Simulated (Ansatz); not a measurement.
Molecule: C4H12BNO2 (charge 0, singlet). 
Structure (B3LYP-D3(BJ)/def2-TZVP (Ansatz, a first-principles code) minimum search):
SMILES: OB(N(CC)CC)O
```xyz
20

C      2.0386     1.5585     0.2462
C      1.0227     1.1086    -0.8005
N      0.1747     0.0007    -0.3480
C      0.8070    -1.2920    -0.5789
C      0.1212    -2.5251    -0.0092
B     -1.0679     0.3117     0.2648
O     -2.0165    -0.5761     0.7391
O     -1.3858     1.6494     0.4130
H      2.6752     2.3524    -0.1512
H      2.6867     0.7370     0.5582
H      1.5233     1.9420     1.1274
H      1.5401     0.7926    -1.7125
H      0.3860     1.9485    -1.0701
H      1.8217    -1.2597    -0.1655
H      0.9303    -1.4355    -1.6608
H      0.7456    -3.3979    -0.2055
H     -0.0099    -2.4570     1.0724
H     -0.8426    -2.7199    -0.4867
H     -1.8062    -1.5035     0.6276
H     -2.2528     1.7500     0.8166
```
Charge 0, spin multiplicity 1.

Basis-set convergence of Hartree-Fock and CCSD(T) correlation energies (hartree) with Ansatz. Valence correlation only, unless marked. No spin-orbit coupling. Non-relativistic.

```json
[
 {"basis": "cc-pVDZ", "functions": "172", "E(HF)": "-387.48758", "E(corr, CCSD(T))": "-1.31403"},
 {"basis": "cc-pVTZ", "functions": "408", "E(HF)": "?", "E(corr, CCSD(T))": "?"}
]
```

### Question
What belongs in the gaps?

### Answer

- cc-pVTZ, E(HF): -387.60710
- cc-pVTZ, E(corr, CCSD(T)): -1.61113
